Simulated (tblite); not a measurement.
Start geometry of `C([C@H]1[C@@H]2[C@H](F)[C@@H](C2)[SiH2]1)#CC` from a force field or distance geometry (Å):
```
atom  x, y, z in Å
C1     3.8671    0.5978    0.4082
C2     2.4883    0.0797    0.1640
C3     1.3875   -0.3611   -0.0078
C4     0.0562   -0.8890   -0.2459
Si5   -0.8426   -0.0123   -1.6338
C6    -2.2130    0.4485   -0.4433
C7    -1.3222    0.9200    0.6830
C8    -0.9100   -0.5115    0.8625
C9    -2.3113   -0.8350    0.3172
F10   -2.2437   -1.9761   -0.4510
H11    4.5545   -0.2488    0.6656
H12    3.8461    1.2437    1.2911
H13    4.2742    1.0608   -0.4965
H14    0.0487   -1.9935   -0.3912
H15   -0.0952    1.1670   -2.0918
H16   -1.2603   -0.9045   -2.6796
H17   -3.0551    0.9911   -0.7570
H18   -1.9170    1.3253    1.5213
H19   -0.5508    1.6212    0.3212
H20   -0.6985   -0.8606    1.8790
H21   -3.1118   -0.8456    1.0842
```

Question: What comes out of this run: GFN2-xTB geometry optimisation, gas phase in tblite?

Answer: 
```
atom  x, y, z in Å
C1     3.8052    0.6050    0.4690
C2     2.4849    0.0741    0.2003
C3     1.4000   -0.3815   -0.0317
C4     0.0768   -0.8973   -0.2850
Si5   -0.8564   -0.0586   -1.7520
C6    -2.1462    0.4855   -0.4575
C7    -1.2403    0.9395    0.7028
C8    -0.8938   -0.5480    0.8519
C9    -2.3008   -0.8169    0.3219
F10   -2.4762   -1.9679   -0.4198
H11    4.4917   -0.2038    0.7200
H12    3.7633    1.3029    1.3054
H13    4.1842    1.1299   -0.4082
H14    0.1385   -1.9834   -0.3994
H15   -0.1400    1.0908   -2.3030
H16   -1.3700   -0.9916   -2.7470
H17   -3.0318    1.0620   -0.7074
H18   -1.8053    1.3269    1.5506
H19   -0.4117    1.6078    0.4766
H20   -0.5993   -0.9412    1.8249
H21   -3.0816   -0.8173    1.0870
```

The energy falls by 46.8 kJ/mol over 67 L-BFGS steps, the largest force on an atom goes from 2.01 to 0.008 eV/Å, and the atoms move by 0.122 Å rms after alignment. The bond that changes most is C4–Si5 (sp3 carbon bound to silicon to SiH2 silicon), which lengthens by 0.059 Å. Bonds longer at the end by more than 0.005 Å: 8 of 22; shorter: 10. Among the angles that change most is F10–C9–H21, from 114.4° to 106.6°. Among the dihedrals that turn most is H19–C7–C8–H20, from 102° to 89°. Rotational constants go from 2457, 689.5, 679.9 to 2361, 682.9, 662.4 MHz. The orientation of the end geometry is arbitrary; only internal coordinates are fixed.

Time: 1.0 s of wall time. Hardware: Arm Neoverse N1, one thread (shared host).

Its lowest GFN2-xTB frequency is 14i cm⁻¹, too small to tell a flat minimum from a shallow saddle.

The numbers are calculated, not measured.
